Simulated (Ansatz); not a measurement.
Stepwise reaction of `O[SiH2][SiH2]O` with hydrogen fluoride, as a gas-phase model of exchange steps in deposition or etching. ΔE in kJ/mol.

Gas-phase electronic energies from Ansatz, PBE0-D4/def2-TZVP geometries. CBS: MP2 limit from def2 TZ/QZ plus the TZ coupled-cluster correction, frozen cores. This one scheme is used for every species. DFT in def2-TZVPP. B3LYP here is the variant with VWN-RPA as its local correlation; programs differ in this. Each species was taken in one conformer, which may not be the lowest.

```
step                                                reaction  PBE-D4  B3LYP-D4  ωB97M-V  CCSD(T)/CBS
   1        `O[SiH2][SiH2]O` + H–F → `O[SiH2][SiH](O)F` + H₂  -126.9    -135.4   -135.0       -131.0
   2  `O[SiH2][SiH](O)F` + H–F → `O[Si@H](F)[Si@H](O)F` + H₂  -119.7    -127.6   -126.3       -122.3
```

(1) By hand: ΔE of the 2 steps together at CCSD(T)/CBS.

Results:

(1) (-131.0) + (-122.3) = -253.3 kJ/mol, or -126.7 kJ/mol a step.

In ΔE each step is higher than the one before. All are downhill at CCSD(T)/CBS. PBE-D4 differs from CCSD(T)/CBS by 2.6 to 4.1 kJ/mol a step. Isolated molecules leave out the surface, adducts and barriers. Largest T1 diagnostic: 0.013.
